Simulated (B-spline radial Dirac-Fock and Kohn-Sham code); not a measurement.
## Auger parameter of krypton: the L3 level and its strongest L3-MM line

Calculated with a radial finite-basis atomic code, using multi-electron Dirac-Fock with separately optimised hole states, Breit and Lamb-shift corrections added in first order. The modified Auger parameter α′ is the binding energy plus the kinetic energy of the Auger electron; it does not depend on the energy zero. For free ions it tends to fall with charge, since less charge screens the final holes.

```tsv
species	configuration	binding 2p3/2 (eV)	Auger line	kinetic (eV)	α′ (eV)
Kr	[Ar] 3d10 4s2 4p6	1679.3	M4M5 J=4	1463.5	3142.9
Kr⁺	[Ar] 3d10 4s1 4p6	1694.5	M4M5 J=4	1447.3	3141.8
Kr³⁺	[Ar] 3d10 4s2 4p3	1723.3	M4M5 J=4	1416.6	3139.9
Kr⁴⁺	[Ar] 3d10 4s2 4p2	1740.7	M4M5 J=4	1399.0	3139.7
Kr⁵⁺	[Ar] 3d10 4s2 4p1	1759.3	M4M5 J=4	1380.6	3139.9
Kr⁶⁺	[Ar] 3d10 4s2	1779.0	M4M5 J=4	1361.3	3140.4
Kr⁷⁺	[Ar] 3d10 4s1	1801.0	M4M5 J=4	1340.3	3141.2
```
